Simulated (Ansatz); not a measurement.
`CO[SiH2]C` + `CPC` → `CP(C)C` + `CO[SiH3]` at 700 K and 1 bar (substitution at a C–Si bond).

Gas-phase electronic energies from Ansatz, PBE0-D4/def2-TZVP geometries. CCSD(T)/CBS is the MP2 limit (def2-TZVPP, def2-QZVPP) plus CCSD(T) − MP2 in def2-TZVPP, frozen cores. Each species was taken in one conformer, which may not be the lowest.

```
    species  CCSD(T)/CBS energy (Eh)  H − E (kJ/mol)  S (J/(mol·K))
`CO[SiH2]C`               -445.20896           329.8          453.3
      `CPC`               -421.25490           281.6          385.8
   `CP(C)C`               -460.52592           375.5          438.4
 `CO[SiH3]`               -405.93001           235.1          385.6
```

H − E and S are ideal-gas, rigid-rotor, harmonic terms from PBE0-D4/def2-TZVP, for one conformer and one mirror image of each species. 1 Eh = 2625.50 kJ/mol, R = 8.31446 J/(mol·K).

Task: By hand: ΔE, ΔH, ΔS and ΔG.

Result: ΔE = (-460.52592) + (-405.93001) − (-445.20896) − (-421.25490) = 0.00793 Eh = 20.8 kJ/mol. Δ(H − E) = 375.5 + 235.1 − 329.8 − 281.6 = -0.8, so ΔH = 20.0 kJ/mol. ΔS = 438.4 + 385.6 − 453.3 − 385.8 = -15.1 J/(mol·K). ΔG = 20.0 − 700 × (-15.1)/1000 = 30.6 kJ/mol.

Task: By hand: the equilibrium constant, and the temperature at which ΔG would vanish if ΔH and ΔS stayed fixed.

Result: log₁₀ K = −ΔG/(RT ln 10) = -2.3. ΔH and −TΔS have one sign here, so there is no such temperature.

TΔS isn't small against ΔH here. A doubt of 5 kJ/mol in ΔE shifts log₁₀ K by 0.4 here. Other conformers and mirror images would add mixing entropy, several J/(mol·K) or more a flexible species. These are equilibria of isolated gas molecules and say nothing of rates. Largest T1 diagnostic: 0.011 (customary marks: 0.02 for closed shells, 0.045 for open ones).
